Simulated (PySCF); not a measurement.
## Potential energy of RuF⁺ along the bond

Set-up: basis Ru def2-TZVPPD with ECP28, F def2-TZVPPD; scalar-relativistic core potentials; PySCF 2.14. Energies in eV from Ru⁺ (4d7) + F in their ground configurations at the same level. State: ⁵Δ (quintet), unpaired electrons σ ↑, π ↑↑, δ ↑.

```csv
R (Å),PBE,M06-L,TPSSh
1.559,-2.727,-1.786,-2.153
1.632,-3.562,-2.673,-3.004
1.704,-4.023,-3.179,-3.473
1.759,-4.192,-3.376,-3.643
1.813,-4.248,-3.456,-3.696
1.867,-4.220,-3.447,-3.662
1.940,-4.089,-3.334,-3.517
2.031,-3.825,-3.084,-3.230
2.139,-3.430,-2.695,-2.800
2.284,-2.862,-2.121,-2.178
```

**Question.** Put a parabola through the three lowest points of the PBE curve and estimate Re, k and ωe (reduced mass 16.01 u; 1 eV/Å² = 0.16022 mdyn/Å; ωe = 1302.8·√(k/μ) cm⁻¹).

**Answer.** Through R = 1.759, 1.813, 1.867 Å the second-order coefficient is 14.4 eV/Å², so Re ≈ 1.822 Å, k ≈ 4.62 mdyn/Å and ωe ≈ 699 cm⁻¹. A polynomial fit of higher order to the unrounded PBE energies gives Re = 1.820 Å, k = 4.38 mdyn/Å, ωe = 681 cm⁻¹; anharmonicity and rounding make the difference.

The higher-order fit for each curve: PBE: Re = 1.820 Å, ωe = 681 cm⁻¹, De = 4.25 eV; M06-L: Re = 1.833 Å, ωe = 677 cm⁻¹, De = 3.46 eV; TPSSh: Re = 1.817 Å, ωe = 703 cm⁻¹, De = 3.70 eV.

The metal atom is held in its measured ground configuration; semilocal functionals can put another filling of s and d lower by some tenths of an eV, and De to that atom would be smaller. Spin–orbit coupling is left out, which matters for elements this heavy, above all for dissociation energies. For an ion De counts to the pair picked by the measured ionisation energies or electron affinities, which need not be the lowest pair at this level. The state is the lowest single determinant that the PBE0 search found; with open d or f shells the true ground state can be another one.
